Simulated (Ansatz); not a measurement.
Stepwise reaction of `C#[C][Al]([NH2])[NH2]` with hydrogen, as a gas-phase model of exchange steps in deposition or etching. ΔE in kJ/mol; ΔG adds harmonic PBE0-D4 terms to CCSD(T)/CBS, at 1 bar.

Isolated molecules relaxed with PBE0-D4/def2-TZVP in Ansatz; ΔE leaves out vibrations. CCSD(T)/CBS is the MP2 limit (def2-TZVPP, def2-QZVPP) plus CCSD(T) − MP2 in def2-TZVPP, frozen cores. This one scheme is used for every species. Functionals use def2-TZVPP. B3LYP here is the variant with VWN-RPA as its local correlation; programs differ in this. One conformer a species, not always the lowest.

```tsv
step	reaction	PBE-D4	B3LYP-D4	ωB97M-V	CCSD(T)/CBS	ΔG(400 K)
2	`C#[C][AlH][NH2]` + H₂ → `C#[C][AlH2]` + NH₃	80.4	82.6	81.7	82.9	84.3
```

(1) Give the row of step 1, `C#[C][Al]([NH2])[NH2]` + H₂ → `C#[C][AlH][NH2]` + NH₃. (Best estimate.)

(2) By hand: ΔE of the 2 steps together at CCSD(T)/CBS.

## Answers

(1) The calculation gave: 
```json
{"step": "1", "reaction": "`C#[C][Al]([NH2])[NH2]` + H₂ → `C#[C][AlH][NH2]` + NH₃", "PBE-D4": "62.2", "B3LYP-D4": "66.9", "ωB97M-V": "65.7", "CCSD(T)/CBS": "68.1", "ΔG(400 K)": "68.4"}
```

(2) (68.1) + (82.9) = 151.0 kJ/mol, or 75.5 kJ/mol a step.

In ΔE each step is higher than the one before. All are uphill at CCSD(T)/CBS. ΔG lies between 68.4 and 84.3 kJ/mol a step. PBE-D4 differs from CCSD(T)/CBS by -5.9 to -2.5 kJ/mol a step. Isolated molecules leave out the surface, adducts and barriers. Largest T1 diagnostic: 0.013.
